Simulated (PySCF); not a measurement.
## W³⁺ (tungsten, charge +3) across methods

[Xe] 4f14 5d3, high-spin 4F determinant. Calculation: PySCF 2.14, in aug-cc-pVTZ-PP with one added diffuse shell each of s, p, d, f, g type with ECP60MDF (7s7p6d4f3g, 113 functions); scalar relativity through the core potential.

```
 method  E (hartree)  mean ε 5p α (eV)  mean ε 5p β (eV)  mean ε 5d α (eV)  Σ⟨r²⟩ (bohr²)   ⟨S²⟩
 r2SCAN     -65.4979           -73.555           -70.909           -32.719          23.77  3.752
wB97M-V     -65.3946           -77.789           -75.227           -36.127          23.90  3.751
   PBE0     -65.4573           -75.319           -72.475           -33.934          23.86  3.751
    PBE     -65.4760           -72.273           -70.199           -32.363          23.94  3.751
    LDA     -65.2676           -72.176           -70.141           -32.274          24.11  3.750
r2SCANh     -65.4832           -74.598           -71.714           -33.314          23.77  3.752
    UHF    -65.00390           -83.496           -78.006           -37.919          23.83  3.754
```

Q: Estimate the same row for BP86.

A: E (hartree) = -65.5369; mean ε 5p α (eV) = -72.326; mean ε 5p β (eV) = -70.364; mean ε 5d α (eV) = -32.399; Σ⟨r²⟩ (bohr²) = 23.89; ⟨S²⟩ = 3.751.

Energies and moments cover only the electrons outside the core potential. Spin-orbit coupling, absent here, splits the open shell strongly.
